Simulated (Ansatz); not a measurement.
Total energies of H$_{8}$N$_{2}$OSi$_{2}$, SMILES `N[Si](N)(O)[SiH3]`.

Cartesian coordinates in Å:
```
N 1.8977 -0.3629 -0.2581
Si 0.1985 -0.2757 -0.3716
N -0.4054 -1.7407 0.2613
O -0.0067 0.0307 -1.9840
Si -0.8774 1.4220 0.8556
H 2.3478 -0.6252 0.6017
H 2.4774 0.2231 -0.8348
H -1.3411 -1.8209 0.6215
H -0.0354 -2.6295 -0.0381
H -0.8750 0.3230 -2.2623
H -0.5044 2.7678 0.3353
H -0.5101 1.3713 2.2987
H -2.3660 1.3170 0.7748
```

Charge 0, multiplicity 1. The structure was optimised at the PBE0-D4/def2-TZVP level. It is one conformer, not always the lowest. Basis def2-TZVPP, Ansatz.

RPA on PBE orbitals: Hartree–Fock energy of these orbitals -766.44887 Eh, correlation -1.52121 Eh (frozen core).

```tsv
functional	energy without D4 (Eh)	D4 term (kJ/mol)
LDA (SPW92)	-764.95204	–
PBE	-768.22518	-29.3
revPBE	-768.55916	-83.2
BLYP	-768.68187	-63.3
r2SCAN	-768.59861	-7.4
B97M-V	-768.56068	–
PBE0	-768.29382	-25.0
B3LYP	-768.79701	-47.1
r2SCAN0	-768.56628	-8.7
BHLYP	-768.64833	-37.1
CAM-B3LYP	-768.69111	-25.6
ωB97X-V	-768.59736	–
B2PLYP	-768.37095	–
PBE-QIDH	-768.10335	–
```

Problem. Give the same for r2SCANh, HSE06 (plane-wave form), LC-ωPBE, ωB97M-V. (Best estimate.)

Solution. Ansatz gave: 
| functional | energy without D4 (Eh) | D4 term (kJ/mol) |
| --- | --- | --- |
| r2SCANh | -768.58520 | -7.9 |
| HSE06 (plane-wave form) | -768.27117 | -23.4 |
| LC-ωPBE | -768.46224 | – |
| ωB97M-V | -768.63303 | – |

B3LYP takes the VWN-RPA correlation (the form of Gaussian; ORCA's B3LYP/G). HSE06 is the plane-wave form, built on full-range PBE exchange. The double hybrids freeze the cores in their second-order part.

LC-ωPBE has ω = 0.4 bohr⁻¹.
